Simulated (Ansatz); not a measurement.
Spectroscopic constants of AsSe, multiplicity 2 (lowest of 2S+1 = 2, 4 at CCSD(T)/def2-TZVPP on PBE0 minima; our sources give no spin for the ground state, which may be another). No spin–orbit coupling. As is treated without relativity. Se is treated without relativity. The T1 diagnostic near the minimum is 0.048, so single-reference values are doubtful.

Seven points along R, fitted to fifth degree in 1/R; most abundant isotopes. Runs in def2 and cc sets follow the lowest solution found near the PBE0 minimum.

Run with Ansatz (a program for electronic structure) with Gaussian orbitals. Values without a source in brackets are computed.

Energies at PBE/def2-TZVPP:

```tsv
R (Å)	E (hartree)
1.992051	-4636.72185169
2.045600	-4636.73117580
2.094866	-4636.73624345
2.150558	-4636.73870988
2.206250	-4636.73841958
2.270509	-4636.73543503
2.345479	-4636.72929380
```

**Question.** With a reduced mass of 38.6692 u, find the minimum, the force constant and the constants.

**Answer.** A fifth-degree polynomial in 1/R puts the minimum at r_e = 2.1713 Å with force constant 353 N/m. Then ω_e = (1/2πc)√(k/μ) = 393 cm⁻¹ and B_e = h/(8π²cμr_e²) = 0.09247 cm⁻¹; the cubic and quartic terms give α_e = 0.00028 and ω_e x_e = 0.87 cm⁻¹.
